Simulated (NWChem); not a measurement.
System: AgF; SMILES [F][Ag]

The following NWChem deck was run.

```
start job
memory heap 200 mb stack 900 mb global 1100 mb
geometry units angstroms noautoz
  Ag     0.000000     0.000000    -0.324159
  F      0.000000     0.000000     1.661694
end
basis spherical
  * library def2-svp
end
ecp
  Ag library def2-ecp
end
dft
  xc pw6b95
  iterations 150
  mulliken
end
task dft energy
```

Excerpt of the output:

```
             Northwest Computational Chemistry Package (NWChem) 7.3.0
             --------------------------------------------------------

 ORDER OF PRIMARY AXIS IS BEING SET TO 4
 C4V symmetry detected

                             Geometry "geometry" -> ""
                             -------------------------

 Output coordinates in angstroms (scale by  1.889725989 to convert to a.u.)

  No.       Tag          Charge          X              Y              Z
 ---- ---------------- ---------- -------------- -------------- --------------
    1 Ag                  47.0000     0.00000000     0.00000000    -0.31915495
    2 F                    9.0000     0.00000000     0.00000000     1.66669805

 Effective nuclear repulsion energy (a.u.)     112.7183010660

      Symmetry information
      --------------------

 Group name             C4v
 Group number             18
 Group order               8
 No. of unique centers     2

                                 NWChem DFT Module
                                 -----------------

 Summary of "ao basis" -> "ao basis" (spherical)
 ------------------------------------------------------------------------------
       Tag                 Description            Shells   Functions and Types
 ---------------- ------------------------------  ------  ---------------------
 Ag                         def2-svp                11       31   5s3p2d1f
 F                          def2-svp                 6       14   3s2p1d

      Symmetry analysis of basis
      --------------------------

        a1         17
        a2          0
        b1          4
        b2          4
        e          20

            General Information
            -------------------
          SCF calculation type: DFT
          Wavefunction type:  closed shell.
          No. of atoms     :     2
          No. of electrons :    28
           Alpha electrons :    14
            Beta electrons :    14
          Charge           :     0
          Spin multiplicity:     1
          Use of symmetry is: on ; symmetry adaption is: on
          Maximum number of iterations: 150
          AO basis - number of functions:    45
                     number of shells:    17
          Convergence on energy requested:  1.00D-06
          Convergence on density requested:  1.00D-05
          Convergence on gradient requested:  5.00D-04

              XC Information
              --------------
                       PW6B95 Method XC Functional
                     Hartree-Fock (Exact) Exchange  0.280
                    PW6B95 GGA Exchange Functional  0.720
                      PW6B95 Correlation Potential  1.000

             Grid Information
             ----------------
          Grid used for XC integration:  medium
          Radial quadrature: Mura-Knowles
          Angular quadrature: Lebedev.
          Tag              B.-S. Rad. Rad. Pts. Rad. Cut. Ang. Pts.
          ---              ---------- --------- --------- ---------
          Ag                  1.60      123           8.0       590
          F                   0.50       49           7.0       434
          Grid pruning is: on
          Number of quadrature shells:   172
          Spatial weights used:  Erf1

      Superposition of Atomic Density Guess
      -------------------------------------

 Sum of atomic energies:        -266.94905136

      Non-variational initial energy
      ------------------------------

 Total energy =    -244.810186
 1-e energy   =    -488.518008
 2-e energy   =     198.140850
 HOMO         =      -0.524939
 LUMO         =      -0.214787

      Symmetry analysis of molecular orbitals - initial
      -------------------------------------------------

 !! scf_movecs_sym_adapt:    8 vectors were symmetry contaminated

  Symmetry fudging

 !! scf_movecs_sym_adapt:    4 vectors were symmetry contaminated

  Numbering of irreducible representations:

     1 a1          2 a2          3 b1          4 b2          5 e

  Orbital symmetries:

     1 a1          2 a1          3 a1          4 e           5 e
     6 a1          7 a1          8 e           9 e          10 b1
    11 b2         12 e          13 e          14 a1         15 a1
    16 e          17 e          18 a1         19 a1         20 e
    21 e          22 a1         23 b1         24 b2

     ---------------------------------------------
      Total Density - Mulliken Population Analysis
     ---------------------------------------------

    Atom       Charge   Shell Charges
 -----------   ------   -------------------------------------------------------
    1 Ag  19    18.22  -0.47  1.64  0.83  0.17  0.01  5.98  0.06  0.02  9.40  0.59  0.00
    2 F    9     9.78   1.99  1.15  0.82  3.57  2.25  0.00

   convergence    iter        energy       DeltaE   RMS-Dens  Diis-err
 ---------------- ----- ----------------- --------- --------- ---------
 d= 0,ls=0.0,diis     1   -246.7703112773 -2.92D+02  4.67D-02  7.46D-01
 d= 0,ls=0.0,diis     2   -246.0166967755  7.54D-01  3.50D-02  8.21D+00
 d= 0,ls=0.0,diis     3   -246.8576834902 -8.41D-01  7.79D-03  1.79D-01
 d= 0,ls=0.0,diis     4   -246.8755065210 -1.78D-02  1.37D-03  1.73D-02
 d= 0,ls=0.0,diis     5   -246.8770335258 -1.53D-03  3.06D-04  6.74D-04
  Resetting Diis
 d= 0,ls=0.0,diis     6   -246.8770977245 -6.42D-05  1.32D-04  5.76D-05
 d= 0,ls=0.0,diis     7   -246.8771034655 -5.74D-06  7.23D-05  3.16D-06
 d= 0,ls=0.0,diis     8   -246.8771024352  1.03D-06  4.82D-05  1.45D-05
 d= 0,ls=0.0,diis     9   -246.8771037835 -1.35D-06  2.01D-06  4.71D-09
 d= 0,ls=0.0,diis    10   -246.8771037842 -7.04D-10  9.28D-07  1.84D-09

         Total DFT energy =     -246.877103784250
      One electron energy =     -492.597618064083
           Coulomb energy =      225.003435368593
    Exchange-Corr. energy =      -24.849893860131
 Nuclear repulsion energy =       45.566972771373

 Numeric. integr. density =       27.999986220069

                  Occupations of the irreducible representations
                  ----------------------------------------------

                     irrep           alpha         beta
                     --------     --------     --------
                     a1                6.0          6.0
                     a2                0.0          0.0
                     b1                1.0          1.0
                     b2                1.0          1.0
                     e                 6.0          6.0

                       DFT Final Molecular Orbital Analysis
                       ------------------------------------

 Vector   12  Occ=2.000000D+00  E=-2.926222D-01  Symmetry=e
              MO Center= -3.4D-15, -7.6D-15,  1.3D+00, r^2= 1.2D+00
   Bfn.  Coefficient  Atom+Function         Bfn.  Coefficient  Atom+Function
  ----- ------------  ---------------      ----- ------------  ---------------
    36      0.566206  2 F  py                39     -0.410142  2 F  py
    16      0.357742  1 Ag d -1              35      0.228141  2 F  px
    38     -0.165258  2 F  px                18     -0.144145  1 Ag d  1
    13     -0.084699  1 Ag py                10     -0.062068  1 Ag py
     7      0.053084  1 Ag py                12     -0.034128  1 Ag px

 Vector   13  Occ=2.000000D+00  E=-2.926222D-01  Symmetry=e
              MO Center=  8.3D-15, -1.4D-14,  1.3D+00, r^2= 1.2D+00
   Bfn.  Coefficient  Atom+Function         Bfn.  Coefficient  Atom+Function
  ----- ------------  ---------------      ----- ------------  ---------------
    35      0.566206  2 F  px                38     -0.410142  2 F  px
    18     -0.357742  1 Ag d  1              36     -0.228141  2 F  py
    39      0.165258  2 F  py                16     -0.144145  1 Ag d -1
    12     -0.084699  1 Ag px                 9     -0.062068  1 Ag px
     6      0.053084  1 Ag px                13      0.034128  1 Ag py

 Vector   14  Occ=2.000000D+00  E=-2.907540D-01  Symmetry=a1
              MO Center=  3.1D-15,  7.4D-15,  7.3D-01, r^2= 1.8D+00
   Bfn.  Coefficient  Atom+Function         Bfn.  Coefficient  Atom+Function
  ----- ------------  ---------------      ----- ------------  ---------------
    17      0.528490  1 Ag d  0              37     -0.472732  2 F  pz
     4     -0.424051  1 Ag s                 40      0.348547  2 F  pz
     2      0.225852  1 Ag s                 22      0.124238  1 Ag d  0
     1     -0.105747  1 Ag s                  8      0.097918  1 Ag pz
    11     -0.091329  1 Ag pz                 3      0.088975  1 Ag s

 Vector   15  Occ=0.000000D+00  E=-1.145241D-01  Symmetry=a1
              MO Center=  1.1D-16, -2.7D-16, -9.7D-01, r^2= 3.8D+00
   Bfn.  Coefficient  Atom+Function         Bfn.  Coefficient  Atom+Function
  ----- ------------  ---------------      ----- ------------  ---------------
     5      0.525635  1 Ag s                  4      0.481135  1 Ag s
     2     -0.301516  1 Ag s                 14     -0.257023  1 Ag pz
    37     -0.213795  2 F  pz                11     -0.183068  1 Ag pz
    40      0.178448  2 F  pz                17      0.161335  1 Ag d  0
     3     -0.157150  1 Ag s                  8      0.152905  1 Ag pz

 Vector   16  Occ=0.000000D+00  E= 3.339547D-04  Symmetry=e
              MO Center=  1.9D-16, -1.6D-17, -3.6D-01, r^2= 7.6D+00
   Bfn.  Coefficient  Atom+Function         Bfn.  Coefficient  Atom+Function
  ----- ------------  ---------------      ----- ------------  ---------------
    12      0.918256  1 Ag px                 6     -0.180403  1 Ag px
     9      0.172081  1 Ag px                35      0.131610  2 F  px
    38     -0.119201  2 F  px                18     -0.081343  1 Ag d  1
    23      0.050199  1 Ag d  1

[...]
```

Level: PW6B95/def2-SVP with def2 effective core potentials on Ag. Structure relaxed at the PBE0-D3(BJ)/def2-TZVP level. def2 effective core potentials on Ag; no spin-orbit coupling.
